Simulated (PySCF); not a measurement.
## Exercise with solution: dipole moment from atomic charges

AlH3S, SMILES [SH][AlH2]. Atoms are numbered in the order given.

```xyz
5

Al    -0.0048     1.1163     0.0000
H      1.3773     1.8791     0.0000
H     -1.4192     1.8218     0.0000
S      0.0847    -1.0630     0.0000
H     -1.2516    -1.2051     0.0000
```

Geometry: PBE0-D3(BJ)/def2-TZVP.

Charges (e) from HF/def2-TZVPD (PySCF):

```json
[
 {"atom": "Al1", "IAO": "0.793", "ESP fit": "0.764"},
 {"atom": "H2", "IAO": "-0.244", "ESP fit": "-0.236"},
 {"atom": "H3", "IAO": "-0.247", "ESP fit": "-0.266"},
 {"atom": "S4", "IAO": "-0.382", "ESP fit": "-0.418"},
 {"atom": "H5", "IAO": "0.080", "ESP fit": "0.156"}
]
```

The dipole moment of the full density is 1.14 D.

Question: What dipole moment does each set of point charges give, and which comes closer to that of the density?

Answer: 
μ = Σ q r, and 1 e Å = 4.8032 D.
IAO: Σ q r = (-0.122, 0.286, 0.000) e Å, |μ| = 1.49 D.
ESP fit: Σ q r = (-0.182, 0.181, 0.000) e Å, |μ| = 1.23 D.
ESP fit comes closer in size. Point charges leave out the atoms' own dipoles (lone pairs, polarised bonds); fits to the potential absorb them, partitions of the density don't.
